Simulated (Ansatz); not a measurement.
`C#[C][AlH][NH2]` and `C#[C][AlH][GeH3]` differ in one atom or group.

Ansatz, PBE0-D4/def2-TZVP geometries, multiplicity 1. Each molecule was computed in one conformer, which needn't be the lowest.

Scalar relativity is left out up to krypton.

| property | `C#[C][AlH][NH2]` |
| --- | --- |
| HOMO energy (PBE0/def2-TZVPP) / eV | -7.56 |
| LUMO energy (PBE0/def2-TZVPP) / eV | -0.93 |
| HOMO–LUMO gap (PBE0/def2-TZVPP) / eV | 6.63 |
| size of the dipole moment (B3LYP/def2-TZVPP) / D | 1.12 |
| LUMO energy (PBE/def2-TZVPP) / eV | -1.73 |
| size of the dipole moment (PBE/def2-TZVPP) / D | 1.21 |

(1) Give the same properties after the change, and the shifts. (An estimate is asked.)

Results:

(1) Computed: 
```json
{"property": "HOMO energy (PBE0/def2-TZVPP) / eV", "`C#[C][AlH][GeH3]`": "-7.55", "shift": "0.01"}
{"property": "LUMO energy (PBE0/def2-TZVPP) / eV", "`C#[C][AlH][GeH3]`": "-2.14", "shift": "-1.21"}
{"property": "HOMO–LUMO gap (PBE0/def2-TZVPP) / eV", "`C#[C][AlH][GeH3]`": "5.41", "shift": "-1.22"}
{"property": "size of the dipole moment (B3LYP/def2-TZVPP) / D", "`C#[C][AlH][GeH3]`": "0.82", "shift": "-0.30"}
{"property": "LUMO energy (PBE/def2-TZVPP) / eV", "`C#[C][AlH][GeH3]`": "-2.89", "shift": "-1.16"}
{"property": "size of the dipole moment (PBE/def2-TZVPP) / D", "`C#[C][AlH][GeH3]`": "0.78", "shift": "-0.43"}
```

Dipoles are sizes alone; their direction can turn.

B3LYP here is the variant with VWN-RPA as its local correlation; programs differ in this.
